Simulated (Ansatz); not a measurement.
Results of the Gaussian-basis code of Ansatz.

Basis-set series for C3H5F3O, SMILES `COCC(F)(F)F`. Charge 0, multiplicity 1. Geometry: relaxed with PBE0-D4/def2-TZVP. It is one conformer, not always the lowest.

```
functional       basis  functions  energy (Eh)  HOMO (eV)  LUMO (eV)
   PBE0-D4    def2-SVP        123   -491.20896      -7.96       1.81
   PBE0-D4  def2-TZVPP        287   -491.79169      -8.12       1.25
   ωB97M-V    def2-SVP        123   -491.54617     -10.37       3.55
   ωB97M-V  def2-TZVPP        287   -492.14416     -10.55       2.78
```

Give the rows for def2-QZVPP. (Best estimate.)

The calculation gave: 
```
functional       basis  functions  energy (Eh)  HOMO (eV)  LUMO (eV)
   PBE0-D4  def2-QZVPP        549   -491.81713      -8.17       0.73
   ωB97M-V  def2-QZVPP        549   -492.16842     -10.59       1.89
```

Positive LUMOs are unbound and depend on the basis.
